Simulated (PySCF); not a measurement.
CH₄N, SMILES C[NH], multiplicity 2.

Geometry: B3LYP-D3(BJ)/def2-TZVP. The isomer is the one that the SMILES or the coordinates give; other isomers of the formula were not compared.

Level of theory: TDA-ωB97X/def2-TZVPD in PySCF.

Vertical excitations. 

```
state    energy (eV)  λ (nm)      f                                main pairs
-------  -----------  ------  -----  ----------------------------------------
root 1          2.27     546  0.001                          β HOMO→LUMO 96 %
root 2          6.34     196  0.001                        β HOMO−1→LUMO 86 %
root 3          7.10     175  0.000      α HOMO→LUMO 72 %, α HOMO→LUMO+1 22 %
root 4          7.27     171  0.005    β HOMO→LUMO+1 70 %, β HOMO→LUMO+2 23 %
root 5          7.85     158  0.006  α HOMO−1→LUMO 68 %, α HOMO−1→LUMO+1 23 %
root 6          8.09     153  0.066                        β HOMO−2→LUMO 93 %
root 7          8.30     149  0.025      α HOMO→LUMO+1 70 %, α HOMO→LUMO 22 %
root 8          8.48     146  0.026    β HOMO→LUMO+2 66 %, β HOMO→LUMO+1 21 %
root 9          8.50     146  0.005                        β HOMO−3→LUMO 85 %
root 10         9.00     138  0.081  α HOMO−1→LUMO+1 63 %, α HOMO−1→LUMO 20 %
```
Unrestricted roots are not spin-pure.
